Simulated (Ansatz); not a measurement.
`[NH2][SnH]([OH])[SiH2]F` + `CN[SiH3]` → `CN([SiH3])[SiH2]F` + `[NH2][SnH2][OH]`  (cleavage of the Si–Sn bond)

Computed with Ansatz on PBE0-D4/def2-TZVP structures; ΔE is electronic, products minus reactants. CCSD(T)/CBS adds triple-zeta CCSD(T) − MP2 to the extrapolated MP2 energy (def2 sets, frozen cores). DFT in def2-TZVPP. B3LYP here is the variant with VWN-RPA as its local correlation; programs differ in this. Elements past krypton have def2 core potentials. For Sn outer-core shells are correlated without core-valence functions, which leaves a few kJ/mol of doubt a bond. One conformer a species, not always the lowest.

```json
{"level": "PBE-D4", "ΔE (kJ/mol)": "-43.6", "difference from CCSD(T)/CBS": "18.1"}
{"level": "r2SCAN-D4", "ΔE (kJ/mol)": "-56.4", "difference from CCSD(T)/CBS": "5.3"}
{"level": "PBE0-D4", "ΔE (kJ/mol)": "-50.5", "difference from CCSD(T)/CBS": "11.2"}
{"level": "B3LYP-D4", "ΔE (kJ/mol)": "-55.6", "difference from CCSD(T)/CBS": "6.1"}
{"level": "B2PLYP", "ΔE (kJ/mol)": "-59.0", "difference from CCSD(T)/CBS": "2.7"}
{"level": "B3LYP", "ΔE (kJ/mol)": "-49.9", "difference from CCSD(T)/CBS": "11.8"}
{"level": "CCSD(T)/def2-TZVPP", "ΔE (kJ/mol)": "-66.7", "difference from CCSD(T)/CBS": "-5.0"}
{"level": "HF/def2-QZVPP", "ΔE (kJ/mol)": "-68.0", "difference from CCSD(T)/CBS": "-6.3"}
{"level": "MP2/def2-QZVPP", "ΔE (kJ/mol)": "-67.4", "difference from CCSD(T)/CBS": "-5.7"}
{"level": "HF/CBS(def2)", "ΔE (kJ/mol)": "-68.2", "difference from CCSD(T)/CBS": "-6.5"}
{"level": "CCSD(T)/CBS", "ΔE (kJ/mol)": "-61.7", "difference from CCSD(T)/CBS": "0"}
```

Largest T1 diagnostic among the species: 0.013.

The D4 term adds −5.6 kJ/mol with B3LYP and −2.8 kJ/mol with PBE0; it sums over pairs of atoms, weighted by their polarisabilities, and B3LYP, whose exchange is more repulsive, gets the larger term. From PBE to PBE0 (25 % exact exchange), in def2-TZVPP and without D4, ΔE moves by −7.5 kJ/mol.
